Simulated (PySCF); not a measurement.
Coordinates in bohr (charge 0 multiplicity 1):
```
S     0.0000    0.0000   -2.2164
O     0.0000    2.3971   -3.5283
O     0.0000   -2.3971   -3.5283
I     3.6889    0.0000    0.7270
I    -3.6889    0.0000    0.7270
```

These are results of PBE0/[S def2-SVP, O def2-SVP, I def2-SVP with ECP28], scalar-relativistic core potentials, density fitting, no spin–orbit coupling, PySCF, not measurements.

This geometry of SO₂I₂ is a stationary point at this level.

Task: What is the point group?

Result: C2v.

Task: Is it a minimum?

Result: Yes: all harmonic wavenumbers are real.

Task: Give the atomic charges and bond orders.

Result: 
```
atom  Mulliken  Löwdin  polar tensor  Mayer order to S1
  S1      0.59    0.89          2.07                  –
O2,3     -0.36   -0.42         -0.76               1.66
I4,5      0.06   -0.02         -0.28               0.72
```

Task: Give the ideal-gas entropy at 298.15 K and 1 bar by parts.

Result: translation 180.7, rotation 123.7, vibration 55.3, spin 0.0; total 359.7 J/(mol K).

Task: What is the atomisation energy, with and without zero-point energy?

Result: 1052 kJ/mol without, 1025 kJ/mol with.

Only a few start shapes were tried, so a lower isomer may exist.
